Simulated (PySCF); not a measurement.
CHCl2, SMILES Cl[CH]Cl (connectivity only; charge and spin as stated), charge +1, multiplicity 1. Geometry optimised at r2SCAN-D4/def2-TZVP. The spin state was assumed, not searched. The isomer is the one that the SMILES or the coordinates give; other isomers of the formula were not compared.

TDA-B3LYP/def2-SVPD (PySCF 2.14.0) puts the lowest singlet excitations at 3.99, 4.14, 6.08, 8.26, 8.51, 8.78 eV.

What are the lowest excitation roots from PySCF 2.14.0 with ADC(2)/aug-cc-pVDZ? (Estimate from the structure and the level; the computed values follow.)

4.03, 4.26, 5.03, 7.87, 8.76, 9.26 eV. S1 differs by 0.05 eV (second minus first; roots are paired by order, and the bases may differ).
